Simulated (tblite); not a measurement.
Compound: C₇H₁₁O (doublet state).
Cartesian coordinates in Å at the GFN2-xTB level; atoms count from 1:
```
atom  x, y, z in Å
O1    -1.5057   -0.3772    1.8174
C2    -1.3599   -0.7870    0.4908
C3    -0.0698   -1.5717    0.2356
C4     0.2979   -0.6304   -0.9245
C5     1.5700    0.1936   -0.7383
C6     1.1704    1.3251    0.2210
C7    -0.2821    1.5017   -0.0071
C8    -0.8891    0.2935   -0.5656
H9    -2.2009    0.2874    1.8691
H10   -2.2620   -1.3100    0.1429
H11    0.6072   -1.4965    1.0826
H12   -0.2083   -2.6182   -0.0245
H13    0.2459   -1.1066   -1.9022
H14    2.3900   -0.4105   -0.3521
H15    1.8769    0.6156   -1.6968
H16    1.7366    2.2434    0.0470
H17    1.3638    1.0278    1.2622
H18   -0.8406    2.3421    0.3603
H19   -1.6499    0.4872   -1.3255
```

Computed values, GFN2-xTB/tblite, gas phase, harmonic and unscaled. The method is semi-empirical: single wavenumbers can be off by several per cent or more. One conformer, not necessarily the lowest. Open shells enter through the occupations alone, without spin polarisation, and single modes of such species can be off by tens of per cent.

Harmonic wavenumbers (cm⁻¹): 63.3, 152.4, 227.0, 268.8, 353.7, 374.7, 393.2, 518.9, 597.7, 636.9, 734.7, 824.2, 850.2, 898.8, 937.7, 949.7, 977.4, 995.8, 1014.8, 1026.0, 1050.6, 1085.1, 1113.6, 1114.4, 1149.3, 1169.7, 1188.4, 1204.7, 1222.3, 1234.3, 1246.0, 1256.3, 1270.2, 1296.2, 1310.4, 1327.2, 1345.9, 1453.3, 1464.2, 1486.4, 2842.4, 2850.1, 2921.8, 2953.8, 2979.2, 2989.9, 3004.2, 3018.4, 3033.7, 3132.2, 3547.0.

A = 3396, B = 2036, C = 1660 MHz; mass 111.081 u (most abundant isotopes); point group C1, symmetry number 1; spin multiplicity 2.

Task: Zero-point energy?

Result: ½Σν̃ = 35529 cm⁻¹ = 425.01 kJ/mol.

Task: What is S at 350 K and 1 bar for an ideal gas of classical rigid rotors and harmonic oscillators?

Result: Translation 170.93, rotation 118.02, vibration 90.13, spin (R ln 2) 5.76: S = 384.8 J/(mol K).

Task: And Cp and H(350 K) − H(0)?

Result: Cp = 156.95 J/(mol K), of which vibrations give 123.69 (their classical limit is 51 R = 424.0); H(350 K) − H(0) = 29.97 kJ/mol without the zero-point energy, 18.33 from vibrations.

Task: What must be added to the electronic energy to get the Gibbs energy at 350 K and 1 bar?

Result: ZPE + [H(350 K) − H(0)] − T·S = 425.01 + 29.97 − 134.69 = 320.29 kJ/mol.

Task: How do the functions run with temperature in this model?

Result: 
```json
{"T (K)": "50", "S (J/(mol K))": "235.1", "Cp (J/(mol K))": "42.5", "H − H(0) (kJ/mol)": "1.84", "G − H(0) (kJ/mol)": "-9.92", "ln q(vib)": "0.19"}
{"T (K)": "100", "S (J/(mol K))": "268.8", "Cp (J/(mol K))": "56.9", "H − H(0) (kJ/mol)": "4.31", "G − H(0) (kJ/mol)": "-22.57", "ln q(vib)": "0.71"}
{"T (K)": "298.15", "S (J/(mol K))": "361.7", "Cp (J/(mol K))": "132.6", "H − H(0) (kJ/mol)": "22.47", "G − H(0) (kJ/mol)": "-85.37", "ln q(vib)": "3.63"}
{"T (K)": "373.15", "S (J/(mol K))": "395.2", "Cp (J/(mol K))": "167.6", "H − H(0) (kJ/mol)": "33.73", "G − H(0) (kJ/mol)": "-113.75", "ln q(vib)": "4.96"}
{"T (K)": "500", "S (J/(mol K))": "451.9", "Cp (J/(mol K))": "220.1", "H − H(0) (kJ/mol)": "58.45", "G − H(0) (kJ/mol)": "-167.49", "ln q(vib)": "7.42"}
{"T (K)": "750", "S (J/(mol K))": "555.9", "Cp (J/(mol K))": "291.8", "H − H(0) (kJ/mol)": "123.18", "G − H(0) (kJ/mol)": "-293.73", "ln q(vib)": "12.61"}
{"T (K)": "1000", "S (J/(mol K))": "646.5", "Cp (J/(mol K))": "337.0", "H − H(0) (kJ/mol)": "202.16", "G − H(0) (kJ/mol)": "-444.30", "ln q(vib)": "17.79"}
```

q(vib) and H(0) count from the zero-point level.

Task: Blend soft modes into free rotors: weight 1/[1 + (100 cm⁻¹/ν̃)⁴] for the oscillator and the rest for a rotor with moment μB/(μ + B), μ = h/(8π²ν), B = 10⁻⁴⁴ kg m². What vibrational entropy results?

Result: 85.62 J/(mol K) in place of 90.13, which changes −T·S at 350 K by +1.58 kJ/mol.

Hindered rotation and anharmonicity are outside this model. Other conformers, if any are populated, would add a mixing term that is left out. The structure is chiral; the term R ln 2 for an equal mix with its mirror image is left out.
